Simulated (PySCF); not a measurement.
## TDDFT excited states: C6H7F3O

Compound: C6H7F3O.
Structure used (PBE0-D3(BJ)/def2-SVP), in Å, numbered top down from 1:
```xyz
17
C6H7F3O angstrom
F      3.6076    0.4795   -1.8304
C      3.0119    0.2939   -0.6695
F      3.5111    1.1683    0.2097
F      3.3184   -0.9238   -0.2201
O      1.6918    0.4525   -0.8457
C      0.8876    0.3747    0.2768
C     -0.3984    0.0738    0.1492
C     -1.2713   -0.2810   -1.0282
C     -2.4632   -0.4303   -0.0480
C     -1.5392   -0.0361    1.1344
H      1.3710    0.6172    1.2264
H     -0.9718   -1.1985   -1.5595
H     -1.3744    0.5202   -1.7775
H     -2.8726   -1.4479    0.0176
H     -3.2955    0.2641   -0.2283
H     -1.4120   -0.8075    1.9107
H     -1.8066    0.9078    1.6360
```

Computed with PySCF 2.14.0, density-fitted response routines, TDDFT wB97X-D/def2-SVPD, vertical, gas phase, core orbitals frozen in the response.

```tsv
state	E (eV)	ν̃ (cm⁻¹)	f	main configurations (H = HOMO, L = LUMO)
S1	6.69	53930	0.426	H→L (98%)
S2	7.01	56520	0.0036	H→L+1 (84%)
S3	7.57	61070	0.0004	H→L+3 (63%), H→L+2 (22%)
S4	7.79	62810	0.0040	H→L+2 (48%), H→L+3 (22%), H→L+5 (12%)
S5	7.92	63870	0.0008	H-1→L (82%)
S6	8.24	66460	0.0018	H-2→L (89%)
S7	8.46	68220	0.0006	H→L+5 (33%), H→L+4 (32%), H→L+12 (10%)
S8	8.74	70470	0.076	H→L+6 (71%)
S9	8.89	71710	0.0030	H→L+4 (44%), H→L+5 (22%), H→L+7 (10%)
S10	8.98	72460	0.031	H→L+7 (61%), H→L+12 (9%)
```

Triplets (Tamm–Dancoff): T1 4.16 eV, H→L (90%); T2 7.00 eV, H→L+1 (83%); T3 7.43 eV, H→L+3 (57%), H→L+2 (21%), H→L+12 (11%); T4 7.50 eV, H-1→L (85%), H-4→L (8%).

The lowest singlet lies at 6.69 eV (185 nm, vacuum ultraviolet) and is strong; its leading configuration is HOMO→LUMO (98%). The lowest level is also the most intense of those listed (f = 0.426). Löwdin shares by element: HOMO carbon 64% or more, oxygen 16% (atoms not listed hold the other 20%); LUMO carbon 65% or more (atoms not listed hold the other 35%). Weighted by f, the mean energy of these states is 7.13 eV. Of the 10 states listed, 3 reach f = 0.01 and 1 stays under 0.0005. The oscillator strengths of these states sum to 0.548; summed over the whole spectrum of an exact calculation they would give the number of electrons, 78 (Thomas–Reiche–Kuhn). The vertical ionisation energy (ΔSCF) is 9.05 eV, 0.07 eV above S10. Singlets were solved by full linear response, triplets in the Tamm–Dancoff approximation.

One conformer stands for the species.
